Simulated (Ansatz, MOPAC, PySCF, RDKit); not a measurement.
Complex: H2O (SMILES O) (first 3 atoms) with CH2O (SMILES C=O); geometry from B3LYP-D3(BJ)/def2-TZVP, rigid monomers moved along the line of their centres of mass till O1···C4 is 2.54 Å.
(charge 0, multiplicity 1):
```xyz
7

O     -0.15034     0.43763    -0.11458
H      0.49207     0.16848    -0.77930
H     -0.52355    -0.38205     0.22991
C      0.00459     0.60717     2.41879
O     -0.39931    -0.51337     2.57950
H      1.08409     0.84710     2.41999
H     -0.67750     1.46269     2.26739
```

Interaction energies are E(AB) − E(A) − E(B) at the monomers' geometry in the complex; basis-set methods are counterpoise corrected. RDKit's UFF carries no charges.

Cores are frozen in the correlated methods. CBS: X⁻³ extrapolation of the correlation energy, Hartree–Fock from the larger set. Rows in 6-31G* carry no dispersion term and start afresh at each structure (6-31G* with six Cartesian d functions). The state that PM6, PM7 reach isn't checked; PM7 holds dispersion and hydrogen-bond terms.

The values were computed with Ansatz (Gaussian basis) for Hartree–Fock, density functionals and correlated methods; MOPAC for PM6, PM7 (differences of heats of formation); PySCF for 6-31G* rows, the dispersion terms; RDKit for the force fields. Values without a source in brackets are computed.

| level | interaction energy (kcal/mol) |
|---|---|
| UFF | 8.23 |
| PM6 | -3.18 |
| PM7 | -3.82 |
| PBE-D3(BJ)/def2-TZVPPD | -2.31 |
| r2SCAN/def2-TZVPPD | -2.69 |
| B3LYP/6-31G* | -1.14 |
| PBE0-D4/def2-TZVPPD | -2.23 |
| MP2/aug-cc-pVTZ | ? |
| CCSD(T)/CBS(aug-cc-pVDZ, aug-cc-pVTZ) | ? |

Problem. Complete the blanks.

Solution. 
- MP2/aug-cc-pVTZ, interaction energy (kcal/mol): -1.76
- CCSD(T)/CBS(aug-cc-pVDZ, aug-cc-pVTZ), interaction energy (kcal/mol): -2.01

Ansatz is a quantum-chemistry and plane-wave program.
